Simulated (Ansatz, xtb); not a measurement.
# Relative energy of two conformers of F2H3OSi2

Structure I: `F[SiH]O[SiH2]F`, a doublet. Structure II: `F[SiH]O[SiH2]F`, a doublet. Both are isolated molecules in the gas phase, relaxed with PBE-D3(BJ)/def2-SVP.

I (Å):

```xyz
8

F    -2.2522   -0.7289    2.0515
F    -0.7688    0.3169   -1.2911
O    -1.4222    1.5913    0.9830
Si   -2.2334    0.8992    2.2714
Si   -0.1948    1.2782   -0.1047
H    -3.6635    1.3958    2.2114
H     0.2087    2.5817   -0.7090
H     0.9274    0.5534    0.5693
```

II (Å):

```xyz
8

F    -2.2903    1.3077    0.0174
F     2.4859    0.3922    1.7453
O     0.0466    0.1610    0.6633
Si   -0.7445    1.0827   -0.4866
Si    0.9009    0.2180    2.0930
H    -0.7993    0.2491   -1.7494
H     0.4831    1.4025    2.9065
H     0.7164   -1.0894    2.7885
```

**Question.** Estimate which is lower in electronic energy at CCSD(T)/def2-SVP + ΔMP2/def2-TZVPP, and by roughly how much.

**Answer.** Too close to call at this level: CCSD(T)/def2-SVP + ΔMP2/def2-TZVPP gives E(II) − E(I) = −0.26 kcal/mol.

How the difference moves with the method:

```
                             level             geometry  E(II) − E(I) (kcal/mol)  departure from the last row (kcal/mol)  job, with rough time for the two
               PBE-D3(BJ)/def2-SVP  PBE-D3(BJ)/def2-SVP                     −0.05                                   +0.21             optimisation, 2.8 min
                       HF/def2-SVP  PBE-D3(BJ)/def2-SVP                     −0.29                                   −0.03           part of the CCSD(T) run
                      MP2/def2-SVP  PBE-D3(BJ)/def2-SVP                     −0.13                                   +0.13           part of the CCSD(T) run
                  CCSD(T)/def2-SVP  PBE-D3(BJ)/def2-SVP                     −0.13                                   +0.13                      single point
CCSD(T)/def2-SVP + ΔMP2/def2-TZVPP  PBE-D3(BJ)/def2-SVP                     −0.26                                                        single point, 58 s
```

The largest departure from CCSD(T)/def2-SVP + ΔMP2/def2-TZVPP is that of PBE-D3(BJ)/def2-SVP, 0.21 kcal/mol. Levels run at GFN2-xTB geometries aren't shown. The last row adds to CCSD(T) the change of the MP2 difference between the two basis sets, here −0.13 kcal/mol.

With harmonic frequencies from PBE-D3(BJ)/def2-SVP (ideal gas, rigid rotor, one conformer each, 600 K, 1 atm): on the last row, ΔE + ΔZPE = −0.28 kcal/mol. A mode under 50 cm⁻¹ makes harmonic enthalpies and free energies unreliable, so none is given.

Open shells are spin-unrestricted. The correlated steps freeze 13 core orbitals. Run with Ansatz 0.2.0; the last row on 2 threads of Arm Neoverse V2 on a shared host.
